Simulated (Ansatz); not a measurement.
Cost and result for the atomization energy of `Cc1cccc2cccc(C)c12` (24 atoms, 25 bonds).

Cartesian coordinates in Å:
```
C -1.111 2.144 -0.760
C -0.104 1.041 -0.926
C 0.704 1.123 -2.036
C 1.695 0.177 -2.330
C 1.877 -0.875 -1.486
C 1.080 -1.017 -0.331
C 1.311 -2.126 0.511
C 0.569 -2.308 1.637
C -0.431 -1.380 1.952
C -0.704 -0.280 1.173
C -1.816 0.610 1.656
C 0.062 -0.058 -0.019
H -0.959 2.713 0.158
H -1.019 2.842 -1.593
H -2.138 1.779 -0.754
H 0.566 1.960 -2.712
H 2.304 0.290 -3.219
H 2.636 -1.625 -1.683
H 2.093 -2.826 0.236
H 0.743 -3.158 2.287
H -1.020 -1.533 2.851
H -1.480 1.627 1.861
H -2.639 0.673 0.943
H -2.221 0.207 2.585
```

The species carries charge 0 and has multiplicity 1. All single points use the PBE0-D4/def2-TZVP geometry. Program: Ansatz. All runs use 4 threads of an AMD EPYC 7R13 on a shared host and a share of an NVIDIA H100 80 GB. Times are those of one run each, without the atoms' runs, and a repeat can differ threefold. Electronic energies, without spin–orbit coupling; frozen cores. CCSD(T)/CBS adds CCSD(T) − MP2 in def2-TZVPP to the MP2 limit, and its time is that of the two runs behind it. T1 = 0.010; the RHF reference is unstable towards UHF. B3LYP takes the VWN-RPA correlation (the form of Gaussian; ORCA's B3LYP/G).

CCSD(T)/CBS is a level of theory with its own doubt, some kJ/mol a heavy atom from the limit and from the frozen cores, so smaller differences don't rank the functionals.

| level | functions | wall time | atomization (kJ/mol) | difference from CCSD(T)/CBS | per bond |
| --- | --- | --- | --- | --- | --- |
| r2SCAN-D4/def2-TZVPP (with forces) | 540 | 3.5 s | 11606.2 | 129.7 | 5.2 |
| BLYP-D4/def2-TZVPP | 540 | 3.9 s | 11534.7 | 58.2 | 2.3 |
| B3LYP-D4/def2-TZVPP (with forces) | 540 | 4.5 s | 11541.5 | 65.0 | 2.6 |
| LDA (SPW92)/def2-TZVPP | 540 | 4.7 s | 13285.3 | 1808.8 | 72.4 |
| PBE-D4/def2-TZVPP (with forces) | 540 | 5 s | 11930.3 | 453.8 | 18.2 |
| BHLYP-D4/def2-TZVPP | 540 | 5.5 s | 11203.2 | -273.3 | -10.9 |
| B97M-V/def2-TZVPP | 540 | 6 s | 11575.7 | 99.2 | 4.0 |
| B2PLYP/def2-TZVPP | 540 | 8 s | 11428.8 | -47.7 | -1.9 |
| PBE-QIDH/def2-TZVPP | 540 | 9 s | 11594.0 | 117.5 | 4.7 |
| CCSD(T)/def2-SVP | 228 | 11 s | 11118.7 | -357.8 | -14.3 |
| MP2/def2-QZVPP | 1044 | 22 s | 11691.4 | 214.9 | 8.6 |
| CCSD(T)/def2-TZVPP | 540 | 4.6 min | 11222.1 | -254.4 | -10.2 |
| CCSD(T)/CBS(def2) | – | 5 min | 11476.5 | 0.0 | 0.0 |

From r2SCAN to r2SCAN0 (25 % exact exchange), in def2-TZVPP and without D4, the atomization energy moves by −159.3 kJ/mol: exact exchange takes away binding that semilocal exchange gives to molecules. At CCSD(T), def2-SVP lies −357.8 kJ/mol from the extrapolated value and def2-TZVPP −254.4 kJ/mol: correlation converges slowly with the basis, and small sets miss more of it in the bonded molecule than in its fragments. In def2-TZVPP, CCSD(T) changes the Hartree–Fock value by +2646.2 kJ/mol (the triples alone add +214.4 kJ/mol) and MP2 by +2966.6 kJ/mol; breaking electron pairs costs correlation energy, which Hartree–Fock lacks.
